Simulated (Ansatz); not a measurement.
**Pulling the pair apart**

The pair of Ag⁺ (SMILES [Ag+], atom 1) and HCN (SMILES C#N, atoms 2–4), both closed shells, in one local arrangement (a lower one may exist), relaxed at PBE0-D4/def2-TZVP:

Ag1  (-0.693, 0.702, -2.232)
C2  (0.237, -0.240, 0.764)
N3  (-0.087, 0.086, -0.279)
H4  (0.543, -0.548, 1.747)
(Å)

HCN is shifted rigidly along the line between the mean atom positions of the two fragments (negative: closer). Counterpoise interaction energies in kcal/mol. Ansatz 0.2.0; basis: def2-TZVPPD; cores frozen in the correlated methods. Filled d shells of the heavier atoms are correlated. Core potentials replace the inner electrons of the atoms past krypton.

```csv
shift (Å),PBE-D4,wB97M-V,HF
-0.21,-39.03,-30.53,-14.43
-0.11,-42.22,-35.47,-22.34
0.00,-42.61,-37.15,-26.35
0.11,-41.40,-36.88,-27.94
0.26,-38.39,-34.75,-27.86
0.53,-31.67,-28.93,-24.72
1.07,-20.73,-19.05,-17.72
2.14,-10.01,-9.69,-9.87
```

What does CCSD(T) give at these shifts? (An estimate is asked for; the value comes from the calculation.)

The calculation gives: -28.29, -33.40, -35.19, -35.00, -32.99, -27.49, -18.35, -9.54 kcal/mol. For zero shift, CCSD(T) at an estimated basis limit (MP2 extrapolated from triple and quadruple zeta, plus CCSD(T) − MP2 in triple zeta) gives -38.24 kcal/mol. These are counterpoise interaction energies, counted from the two frozen fragments.

The T1 diagnostic stays at or below 0.015.

For scale, one of the runs: CCSD(T)/def2-TZVPPD, 147 basis functions, launched by `ansatz run in.yaml --threads 2 --pin off --events-out ev --progress --plain --max-ram 5222MiB`. Time: 16 s of wall clock on 2 CPU threads of an AMD EPYC 9R45; the host was shared. Peak host memory: 1.1 GiB.
